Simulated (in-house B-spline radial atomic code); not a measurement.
Mn⁷⁺. Computed with a B-spline radial atomic code. Model: all-electron spherical atom, spin shells full or empty, radial basis limit, no spin-orbit coupling, Breit or QED, empty-state partial waves extrapolated as (l+1/2)^-4, RPA, G0W0 and static COHSEX of the highest shell as one setting changes (uncorrelated shells keep exact exchange).

Given: element Mn; charge 7; filled core Ne; hamiltonian one-electron scalar X2C; mean-field start r2SCAN; highest l of empty states 9; nuclear rms radius 3.7057 fm; highest mean-field shell 3p.

Shell: 3s 1 1, 3p 3 3 (electrons up and down).

```
lowest nl shells left uncorrelated  RPA correlation energy (hartree)  G0W0 level (eV)  G0W0 minus most complete (meV)  COHSEX level (eV)  linearised minus solved G0W0 (meV)
                                 0                           -1.2507          -196.09                               0            -200.35                               -12.4
                                 1                           -1.1072          -196.07                            11.5            -200.34                               -12.4
                                 2                                 ?                ?                               ?                  ?                                   ?
                                 3                                 ?                ?                               ?                  ?                                   ?
                                 4                          -0.37847          -197.17                           -1081            -201.01                                 7.4
```

Q: What follows for lowest nl shells left uncorrelated = 2?

A: RPA correlation energy -0.9503 hartree; G0W0 level -196.06 eV; G0W0 minus most complete 29.9 meV; COHSEX level -200.35 eV; linearised minus solved G0W0 -12.4 meV.

Q: What follows for lowest nl shells left uncorrelated = 3?

A: RPA correlation energy -0.51824 hartree; G0W0 level -195.89 eV; G0W0 minus most complete 197.4 meV; COHSEX level -200.02 eV; linearised minus solved G0W0 -12.1 meV.
